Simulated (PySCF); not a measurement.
PBE against PBE0 for molecules with a metal or metalloid centre: HOMO–LUMO gap of the Kohn–Sham levels.

Values in eV, from PySCF. Where two bases are given, the first is that of PBE. PBE0 is a level with its own limits.

```
system                                    basis   PBE  PBE0  PBE − PBE0
------------------------------------  ---------  ----  ----  ----------
Bi(Et)2(SiH3) singlet                  def2-SVP  4.76  6.47       -1.71
C[SiH](C)[SiH2][GeH3] singlet          def2-SVP  6.06  7.96       -1.90
Sn(H)(SeH)3 singlet                   def2-TZVP  3.18  5.09       -1.91
boric acid singlet                    def2-TZVP  6.69  9.30       -2.61
Ge(Cl)4 singlet                       def2-TZVP  4.87  7.30       -2.43
Hg(Br)2 singlet                       def2-TZVP  3.67  5.78       -2.11
Ga2(mu-Cl)2(F)4 singlet               def2-TZVP  6.16  8.81       -2.66
Al2(mu-F)2(H)4 singlet                def2-TZVP  5.75  7.88       -2.12
Al(Me)2(F) singlet                    def2-TZVP  5.55  7.64       -2.09
Fe(CO)5 singlet                       def2-TZVP  4.02  6.14       -2.12
Si(Cl)(Et)2(Vi) singlet                def2-SVP  5.12  7.34       -2.22
Te(Cl)(Et) singlet                    def2-TZVP  1.95  3.88       -1.92
B(F)(Cl)(Me) singlet                  def2-TZVP  6.17  8.64       -2.47
Ge(H)2(Me)(OMe) singlet               def2-TZVP  5.88  8.30       -2.42
Cl[SiH](Cl)[SiH2][SiH](Cl)Cl singlet  def2-TZVP  4.90  6.87       -1.97
Ge(Et)(OH)(NH2)2 singlet              def2-TZVP  5.35  7.69       -2.34
B(F)2(SiH3) singlet                   def2-TZVP  5.62  7.96       -2.34
C[SiH2]c1ccc([SiH2]F)cc1 singlet       def2-SVP  4.68  6.52       -1.84
Cd(Me)(tBu) singlet                    def2-SVP  2.86  4.52       -1.66
Ti(OH)4 singlet                       def2-TZVP  5.27  7.99       -2.72
In(Et)(OH)(OEt) singlet                def2-SVP  3.65  6.05       -2.40
Al(H)(Br)(Et) singlet                 def2-TZVP  4.45  6.44       -1.99
Ge(Me)(OH)(NH2)2 singlet              def2-TZVP  5.40  7.73       -2.33
Al(Cl)(Me)(nPr) singlet               def2-TZVP  4.76  6.76       -2.01
```

**Question.** What do these rows say about the size and sign of the difference from PBE0?

**Answer.** The mean difference from PBE0 is -2.18 eV (median -2.12) and the mean absolute one 2.18 eV (median 2.12); PBE lies above in 0 and below in 24 of 24 cases. It is closest for Cd(Me)(tBu) singlet (-1.66), Bi(Et)2(SiH3) singlet (-1.71), C[SiH2]c1ccc([SiH2]F)cc1 singlet (-1.84) and furthest off for Ti(OH)4 singlet (-2.72), Ga2(mu-Cl)2(F)4 singlet (-2.66), boric acid singlet (-2.61).
